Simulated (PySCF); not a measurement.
**Shapes and spin states of CuS₂**

Computed with PBE0/[Cu def2-SVP, S def2-SVP], no relativity, density fitting, PySCF.

Relaxations began from a few typed shapes and spin states; open shells are unrestricted. The search is not exhaustive: other isomers or separated fragments can lie lower, and high-lying points may rest on an excited occupation.

(1) Order these stationary points by electronic energy, lowest first, in kJ/mol from the lowest minimum.
A. doublet Cs: Cu–S 2.153 Å, S–S 1.995 Å; Cu–S–S 101.9°
B. quartet C2v: Cu–S 2.398 Å (×2), S–S 1.962 Å; Cu–S–S 65.8° (×2), S–Cu–S 48.3°
C. broken-symmetry Ms = 1/2 (⟨S²⟩ 1.71) D∞h: Cu–S 2.105 Å (×2); S–Cu–S 180.0°
D. quartet D∞h: Cu–S 2.121 Å (×2); S–Cu–S 180.0°
E. doublet C2v: Cu–S 2.250 Å (×2), S–S 2.076 Å; Cu–S–S 62.5° (×2), S–Cu–S 55.0°

(2) Which of them are minima?

Answers

(1) E (0.0), A (8.3), D (94.2), C (102.5), B (109.1).

(2) By energy in kJ/mol, 0.0: minimum; 8.3: minimum; 94.2: minimum; 102.5: minimum; 109.1: minimum.

For the lowest minimum: with open d or f shells other occupations or spin states may lie lower.

The electron or spin density has lower symmetry than the nuclear frame for the quartet D∞h at 94.2 kJ/mol, broken-symmetry Ms = 1/2 (⟨S²⟩ 1.71) D∞h at 102.5 kJ/mol.
